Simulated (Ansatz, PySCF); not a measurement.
Bond stretch in ZnH, doublet.

- UKS-wB97X-V = unrestricted wB97X-V/def2-SVP in PySCF 2.14.0
- UKS-PBE = Ansatz (a first-principles code) with unrestricted PBE/def2-SVP
- UCCSD(T) = PySCF with CCSD(T) on UHF/def2-SVP, 5 core orbitals frozen
- UCCSD = CCSD on UHF/def2-SVP, 5 core orbitals frozen (PySCF 2.14.0)

Energies are in mEh, each relative to the lowest point of its own curve near equilibrium.

```csv
R / Å,UKS-wB97X-V,UKS-PBE,UCCSD(T),UCCSD
1.22,50.5,50.1,49.5,50.1
1.30,28.1,28.2,27.8,28.2
1.39,12.6,13.0,12.7,12.8
1.44,7.1,7.7,7.3,7.4
1.51,2.4,2.9,2.6,2.6
1.56,(withheld),(withheld),0.8,0.8
1.62,0.0,0.0,0.0,0.0
1.68,(withheld),0.1,0.4,0.4
1.70,(withheld),0.3,0.7,0.7
1.77,2.8,1.7,2.5,2.5
1.85,5.9,(withheld),5.4,5.4
1.99,12.5,9.4,11.4,11.6
2.20,22.3,(withheld),20.1,20.3
2.42,29.8,24.7,26.2,26.5
2.64,34.1,29.5,29.1,29.5
2.91,36.3,32.8,30.2,30.7
3.20,37.1,34.2,30.4,30.8
3.60,37.2,34.8,30.2,30.6
3.94,37.2,35.0,30.1,30.6
4.41,37.2,35.0,30.1,30.5
4.85,37.2,35.1,30.1,30.5
5.67,37.2,35.1,30.1,30.5
6.45,37.2,35.2,30.1,30.5
```

Some entries are withheld; supply them.


- 1.56, UKS-wB97X-V: 0.7
- 1.56, UKS-PBE: 1.0
- 1.68, UKS-wB97X-V: 0.5
- 1.70, UKS-wB97X-V: 0.9
- 1.85, UKS-PBE: 4.1
- 2.20, UKS-PBE: 17.6
